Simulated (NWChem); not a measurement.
## Lowest excitation of H$_{6}$Al$_{2}$O$_{2}$

SMILES: [OH][AlH2].[OH][AlH2]
```xyz
10

Al     0.0000     0.0000    -1.4398
Al     0.0000     0.0000     1.4398
O      0.0682    -1.2250     0.0000
H     -0.4229    -2.0643     0.0000
H     -1.3925    -0.1855    -2.2043
H      1.3925     0.1855    -2.2043
O     -0.0682     1.2250     0.0000
H      0.4229     2.0643     0.0000
H     -1.3925    -0.1855     2.2043
H      1.3925     0.1855     2.2043
```
Charge 0, spin multiplicity 1.

The numbers come from NWChem runs, not from measurements. Structure: optimised with PBE/def2-SVP, a minimum by its harmonic frequencies. It is one conformer; others weren't searched.

Basis set: 6-31+G*.

The correlated methods keep 12 core orbitals frozen. B3LYP has NWChem's definition, with VWN1-RPA local correlation. The Pople sets run with spherical d functions. The structure started from a generated list of species. No row is a measurement; the coupled-cluster row has its own basis-set and correlation limits.

### Question
For the lowest vertical singlet excitation energy, TD-BHandHLYP gives 6.51 eV and CIS gives 7.47 eV. What do TD-PBE, EOM-CCSD, TD-B3LYP give?

### Answer
TD-PBE: 5.08 eV; EOM-CCSD: 6.42 eV; TD-B3LYP: 5.75 eV.
